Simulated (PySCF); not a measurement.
B3LYP has the VWN-RPA correlation part, as in Gaussian. Excitations are Tamm–Dancoff values on a coarser integration grid. The basis has no diffuse functions, so Rydberg states are missing or too high.

Cartesian coordinates (Å):
```xyz
10

N      1.3635    -0.0844     0.4217
B      0.0004    -0.0002    -0.0007
N     -0.5147     1.2312    -0.5102
N     -0.8462    -1.1481     0.0856
H      2.0201     0.6640     0.2964
H      1.7951    -0.9460     0.7015
H      0.0261     2.0748    -0.5571
H     -1.4743     1.3582    -0.7737
H     -1.8232    -1.1277    -0.1411
H     -0.5470    -2.0217     0.4776
```
Charge 0, multiplicity 1.

Task: Give the S1 excitation (TDA), HOMO, brightest of the four lowest singlets (TDA), T1 excitation (TDA) and total energy at the level B3LYP-D3(BJ)/def2-TZVP run with PySCF.

Result: 
| Quantity | Value |
|---|---|
| S1 excitation (TDA) | 5.76 eV |
| HOMO | -6.29 eV |
| brightest of the four lowest singlets (TDA) | 6.86 eV |
| T1 excitation (TDA) | 5.50 eV |
| total energy | -192.9434 Ha |
